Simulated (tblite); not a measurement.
Compound: C₄H₉F₃Si.
Atom-mapped SMILES: `[F:1][CH:2]([F:3])[CH2:4][C@H:5]([F:6])[CH2:7][SiH3:8]` (hydrogens: H9 on C2; H10, H11 on C4; H12 on C5; H13, H14 on C7; H15, H16, H17 on Si8)

Cartesian coordinates in Å at the GFN2-xTB level; atoms count from 1:
```xyz
17
C4H9F3Si angstrom
F     -3.7134    0.4112    0.2848
C     -2.5722   -0.2662    0.0100
F     -2.6298   -0.5750   -1.3100
C     -1.3534    0.5931    0.3065
C     -0.0617   -0.2050    0.1289
F     -0.0851   -1.2492    1.0431
C      1.1868    0.6269    0.3514
Si     2.7882   -0.4140    0.2626
H     -2.5898   -1.2080    0.5779
H     -1.4290    0.9471    1.3361
H     -1.3531    1.4494   -0.3693
H     -0.0441   -0.6819   -0.8590
H      1.2064    1.4134   -0.4019
H      1.1119    1.1158    1.3236
H      3.9029    0.4993    0.5175
H      2.8832   -0.9706   -1.0883
H      2.7451   -1.4743    1.2628
```

Computed values, GFN2-xTB/tblite, gas phase, harmonic and unscaled. Errors from tens to a few hundred cm⁻¹ against measured bands are possible. Modes of hydrogen on silicon can be 10 to 20 % off. One conformer, not necessarily the lowest.

Harmonic wavenumbers (cm⁻¹): 42.5, 58.0, 78.2, 99.0, 125.1, 194.6, 261.2, 342.3, 421.4, 468.0, 476.3, 514.7, 527.3, 580.4, 747.9, 763.5, 776.8, 788.3, 792.7, 861.6, 923.9, 1014.4, 1028.8, 1062.9, 1105.3, 1107.7, 1143.3, 1191.8, 1219.2, 1261.6, 1275.6, 1306.4, 1312.8, 1340.6, 1436.2, 1464.9, 2266.1, 2273.6, 2321.0, 2910.9, 2922.4, 2990.6, 3002.2, 3004.7, 3010.0.

A = 4403, B = 628.9, C = 625.2 MHz; mass 142.043 u (most abundant isotopes); point group C1, symmetry number 1.

Problem. What is the zero-point energy?

Solution. ½Σν̃ = 26408 cm⁻¹ = 315.91 kJ/mol.

Problem. What is S at 298.15 K and 1 bar for an ideal gas of classical rigid rotors and harmonic oscillators?

Solution. Translation 170.67, rotation 123.88, vibration 130.91: S = 425.5 J/(mol K).

Problem. And Cp and H(298.15 K) − H(0)?

Solution. Cp = 159.44 J/(mol K), of which vibrations give 126.19 (their classical limit is 45 R = 374.2); H(298.15 K) − H(0) = 29.51 kJ/mol without the zero-point energy, 19.59 from vibrations.

Problem. How do the functions run with temperature in this model?

Solution. 
```tsv
T (K)	S (J/(mol K))	Cp (J/(mol K))	H − H(0) (kJ/mol)	G − H(0) (kJ/mol)	ln q(vib)
50	253.7	61.6	2.27	-10.41	0.76
100	302.8	81.3	5.87	-24.41	2.30
373.15	464.4	188.6	42.58	-130.73	9.81
500	525.7	229.9	69.24	-193.59	13.07
750	630.3	285.4	134.23	-338.50	19.17
1000	717.5	320.2	210.23	-507.29	24.75
```

q(vib) and H(0) count from the zero-point level.

Problem. Blend soft modes into free rotors: weight 1/[1 + (100 cm⁻¹/ν̃)⁴] for the oscillator and the rest for a rotor with moment μB/(μ + B), μ = h/(8π²ν), B = 10⁻⁴⁴ kg m². What vibrational entropy results?

Solution. 116.61 J/(mol K) in place of 130.91, which changes −T·S at 298.15 K by +4.26 kJ/mol.

Problem. Which modes carry the vibrational entropy at 298.15 K?

Solution. 42.5 cm⁻¹: 21.50; 58.0 cm⁻¹: 18.93; 78.2 cm⁻¹: 16.47; 99.0 cm⁻¹: 14.53; 125.1 cm⁻¹: 12.64; 194.6 cm⁻¹: 9.14 J/(mol K); the other 39 give 37.71 together.

Hindered rotation and anharmonicity are outside this model. Other conformers, if any are populated, would add a mixing term that is left out. The structure is chiral; the term R ln 2 for an equal mix with its mirror image is left out.
